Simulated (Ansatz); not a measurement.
Input for Ansatz (a program for electronic structure): R-CCSD(T)/cc-pVTZ on N2 (SMILES N#N).

Ansatz 0.2 input:
```yaml
crystal:
  periodic: [false, false, false]
  atoms:
    - {symbol: N, position_ang: [0.00000000, -0.00000000, 0.54545039]}
    - {symbol: N, position_ang: [-0.00000000, 0.00000000, -0.54545039]}
basis:
  gaussian:
    orbitals: cc-pVTZ
magnetization: {spin_polarized: false}
correlation: {method: ccsd_t, electrons: outside_noble_gas}
scf: {lower_state_search: off}
```

It printed:

```
WARN ansatz: RAYON_NUM_THREADS=1 ignored (pool sized by the plan → 1); use --threads N
Functional definition: HF
these checks for a lower state are left out or cut short: stability, starts, cluster_reference, orbital_swaps, neighbouring_geometries, increment
integrals: 0.02 GiB planned
365 factors; integrals over basis functions are off by at most 9.2e-4 eV
mean field: 0.07 GiB planned
mean field evaluation 1: about -2965.3256 eV, gradient 1.1e1 eV
mean field evaluation 2: about -2965.3329 eV, gradient 1.1e1 eV
mean field evaluation 4: about -2965.6233 eV, gradient 3.8e-1 eV
mean field evaluation 8: about -2965.6237 eV, gradient 1.3e-4 eV
mean field -2965.62371418 eV, -108.9846613243 hartree, gradient 7.6e-7 eV, S^2 0.000000; 0 other end points of the search recorded, 0 dependent functions left out
2 core orbitals not correlated
reference -2965.62371418 eV, -108.9846613243 hartree; 5, 5 occupied and 53, 53 virtual orbitals, 365 factors
second order -10.11832434 eV of doubles, -0.00000000 eV of singles
coupled cluster: 0.09 GiB planned
cycle   1  -9.66639705 eV  change    4.5e-1 eV  update   8.0e-2
cycle   2  -10.01863257 eV  change   -3.5e-1 eV  update   2.4e-2
cycle   3  -10.07871328 eV  change   -6.0e-2 eV  update   9.4e-3
cycle   4  -10.08255812 eV  change   -3.8e-3 eV  update   2.2e-3
cycle   5  -10.08454563 eV  change   -2.0e-3 eV  update   5.4e-4
cycle   6  -10.08456931 eV  change   -2.4e-5 eV  update   1.1e-4
cycle   7  -10.08465154 eV  change   -8.2e-5 eV  update   2.2e-5
cycle   8  -10.08464041 eV  change    1.1e-5 eV  update   3.8e-6
cycle   9  -10.08463873 eV  change    1.7e-6 eV  update   7.2e-7
perturbative correction -0.49597508 eV, -0.0182267479 hartree
Total energy: -2976.20432799 eV, -109.3734917097 hartree
Checks for a lower state left out: stability, starts, cluster_reference, orbital_swaps, neighbouring_geometries, increment
```

The run converged.

Cost: around 1.0 core-seconds (rough).
